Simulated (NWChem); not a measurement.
System: C₄H₇N; SMILES NCC#CC

The following NWChem deck was run.

```
start job
memory heap 200 mb stack 900 mb global 1100 mb
geometry units angstroms noautosym nocenter noautoz
  C      2.609542     0.318377     0.033697
  C      1.185796     0.048289     0.159831
  C     -0.000119    -0.182298     0.276398
  C     -1.445205    -0.431153     0.370120
  N     -2.264189     0.150664    -0.679878
  H      2.792075     1.231172    -0.555276
  H      3.075464     0.461670     1.021387
  H      3.133575    -0.511793    -0.465825
  H     -1.621004    -1.520587     0.389663
  H     -1.809789    -0.063212     1.344730
  H     -1.948242    -0.192006    -1.585774
  H     -2.119680     1.158868    -0.703600
end
basis spherical
  C library sto-3g
  N library sto-3g
  H library sto-3g
end
dft
  xc hfexch
  iterations 150
end
property
  shielding
  efieldgrad
end
task dft property
```

Excerpt of the output:

```
             Northwest Computational Chemistry Package (NWChem) 7.3.0
             --------------------------------------------------------

                             Geometry "geometry" -> ""
                             -------------------------

 Output coordinates in angstroms (scale by  1.889725989 to convert to a.u.)

  No.       Tag          Charge          X              Y              Z
 ---- ---------------- ---------- -------------- -------------- --------------
    1 C                    6.0000     2.60954200     0.31837700     0.03369700
    2 C                    6.0000     1.18579600     0.04828900     0.15983100
    3 C                    6.0000    -0.00011900    -0.18229800     0.27639800
    4 C                    6.0000    -1.44520500    -0.43115300     0.37012000
    5 N                    7.0000    -2.26418900     0.15066400    -0.67987800
    6 H                    1.0000     2.79207500     1.23117200    -0.55527600
    7 H                    1.0000     3.07546400     0.46167000     1.02138700
    8 H                    1.0000     3.13357500    -0.51179300    -0.46582500
    9 H                    1.0000    -1.62100400    -1.52058700     0.38966300
   10 H                    1.0000    -1.80978900    -0.06321200     1.34473000
   11 H                    1.0000    -1.94824200    -0.19200600    -1.58577400
   12 H                    1.0000    -2.11968000     1.15886800    -0.70360000

 Effective nuclear repulsion energy (a.u.)     150.8464467053

  xc_inp: hfexch multiplicative factor not found.
                              NWChem Property Module
                              ----------------------

  itol2e modified to match energy
  convergence criterion.

                                 NWChem DFT Module
                                 -----------------

 Summary of "ao basis" -> "ao basis" (spherical)
 ------------------------------------------------------------------------------
       Tag                 Description            Shells   Functions and Types
 ---------------- ------------------------------  ------  ---------------------
 C                           sto-3g                  3        5   2s1p
 N                           sto-3g                  3        5   2s1p
 H                           sto-3g                  1        1   1s

  itol2e modified to match energy
  convergence criterion.

[...]

          -----------------------------------------
          Chemical Shielding Tensors (GIAO, in ppm)
          -----------------------------------------

                                NWChem CPHF Module
                                ------------------

  scftype          =     RHF
  nclosed          =       19
  nopen            =        0
  variables        =      247
  # of vectors     =        3
  tolerance        = 0.10D-03
  level shift      = 0.00D+00
  max iterations   =       50
  max subspace     =       30

 SCF residual:    1.7258167781675902E-005

Iterative solution of linear equations
  No. of variables      247
  No. of equations        3
  Maximum subspace       30
        Iterations       50
       Convergence  1.0D-04

   iter   nsub   residual    time
   ----  ------  --------  ---------
     1      3    1.65D+00       2.2
     2      6    1.19D-01       2.3
     3      9    1.93D-02       2.4
     4     12    6.85D-03       2.5
     5     15    3.63D-03       2.6
     6     18    6.64D-04       2.7
     7     21    7.21D-05       2.8

      Atom:    1  C
        Diamagnetic
    254.4133      2.3811     -1.0342
      2.3811    241.9496     -0.2305
     -1.0342     -0.2305    241.6123

        Paramagnetic
    -14.1121      0.6426     -0.2955
      0.6426    -17.7545      0.0190
     -0.2955      0.0190    -18.0062

        Total Shielding Tensor
    240.3012      3.0236     -1.3297
      3.0236    224.1950     -0.2114
     -1.3297     -0.2114    223.6061

           isotropic =     229.3674
          anisotropy =      17.3806

          Principal Components and Axis System
                 1           2           3
              240.9545    223.6519    223.4959

      1         0.9810     -0.1606      0.1090
      2         0.1780      0.9683     -0.1754
      3        -0.0774      0.1914      0.9785

      Atom:    2  C
        Diamagnetic
    284.5291      5.7045     -2.4613
      5.7045    254.4609     -0.7140
     -2.4613     -0.7140    253.8459

        Paramagnetic
    -16.4215     19.3461     -5.9386
     19.3461   -131.5212     -2.5293
     -5.9386     -2.5293   -132.9059

        Total Shielding Tensor
    268.1076     25.0506     -8.3998
     25.0506    122.9397     -3.2434
     -8.3998     -3.2434    120.9399

           isotropic =     170.6624
          anisotropy =     153.2382

          Principal Components and Axis System
                 1           2           3
              272.8212    121.5771    117.5890

      1         0.9845      0.1374     -0.1094
      2         0.1658     -0.5213      0.8371
      3        -0.0580      0.8422      0.5360

      Atom:    3  C
        Diamagnetic
    285.2860      5.1631     -1.5156
      5.1631    254.3306     -0.6861
     -1.5156     -0.6861    253.9518

        Paramagnetic
     -9.7467     27.2436    -16.8342
     27.2436   -129.1276     -1.3679
    -16.8342     -1.3679   -134.9300

        Total Shielding Tensor
    275.5393     32.4067    -18.3499
     32.4067    125.2030     -2.0540
    -18.3499     -2.0540    119.0218

           isotropic =     173.2547
          anisotropy =     166.5280

          Principal Components and Axis System
                 1           2           3
              284.2734    119.5994    115.8914

      1         0.9736     -0.1105      0.1998
      2         0.1998      0.8360     -0.5110
      3        -0.1106      0.5374      0.8360

      Atom:    4  C
        Diamagnetic
    253.4837      0.1902      2.5276
      0.1902    241.0191     -2.6257
      2.5276     -2.6257    243.7808

[...]
```

Level: Hartree-Fock/STO-3G, GIAO. STO-3G and 3-21G are far too small for this property and stand as cheap habits. The geometry was optimised at PBE0/def2-SVP. NWChem prints the field gradient with the sign opposite to the second derivative of the potential. The printed shielding anisotropy is the first printed principal value minus the mean of the other two.
